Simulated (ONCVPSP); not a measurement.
**fluorine: variants of one ONCV potential**

Base potential:

ONCVPSP 4.0.1 input, shortened (lines: element, Z, core and valence counts, functional; n l f; lmax; l rc ep ncon nbas qcut; lloc lpopt rc5 dvloc0; l nproj debl; icmod fcfact rcfact), PBEsol, scalar-relativistic:

```
  F 9.00    1    2  -116133      upf
    1    0    2.00
    2    0    2.00
    2    1    5.00
    1
    0    0.55    0.00    4    9   12.50
    1    1.85    0.00    5    9    8.40
    0    5    0.55    0.00
    0    0    0.80
    1    2    2.80
    3    1.75    1.60
```

All-electron outer shells of the reference configuration (PBEsol, scalar-relativistic, ld1.x):

```
shell  level (eV)  outermost node (bohr)  outermost maximum (bohr)
   1s     -661.16                      –                      0.11
   2s      -29.72                   0.24                      0.76
   2p      -11.05                      –                      0.71
```

Cutoffs, loose and tight: the cutoffs (Ha) at which the residual kinetic energy of the hardest occupied pseudo-wave falls to 1 and 0.1 mHa per electron. They do not see the model core or the augmentation charge, which bear on the density cutoff. Test errors are all-electron minus pseudo excitation energies from the reference, over the configurations 2s2 2p4; 2s2 2p3; 2s2 2p2; 2s1 2p6. A dash means not determined; rows that change the core or the reference have their own tests.

| change | outcome | cutoff, loose | cutoff, tight | bound ghosts | GHOST(+) flags above zero | largest test error (meV) |
| --- | --- | --- | --- | --- | --- | --- |
| base | generated | 59 Ha | 710 Ha | none | none | +2122 |
| core correction Teter function, fcfact 5.3, rcfact 1.6 | generated | 59 Ha | 710 Ha | none | none | +2133 |
| core correction Teter function, fcfact 1.75, rcfact 1.3 | generated | 59 Ha | 710 Ha | none | none | +2128 |
| s: qcut 10; p: qcut 6.7 | generated | 62 Ha | 651 Ha | none | none | +2993 |

Task: What comes out with this change to the base: all radii but the core radius scaled by about 1.07 (s 0.58, p 1.98 bohr)?

Result: outcome: generated; cutoff, loose: 56 Ha; cutoff, tight: 273 Ha; bound ghosts: none; GHOST(+) flags above zero: none; largest test error (meV): +2544.

Task: What comes out with this change to the base: p: rc 2.14?

Result: outcome: generated; cutoff, loose: 59 Ha; cutoff, tight: 710 Ha; bound ghosts: none; GHOST(+) flags above zero: none; largest test error (meV): +3157.
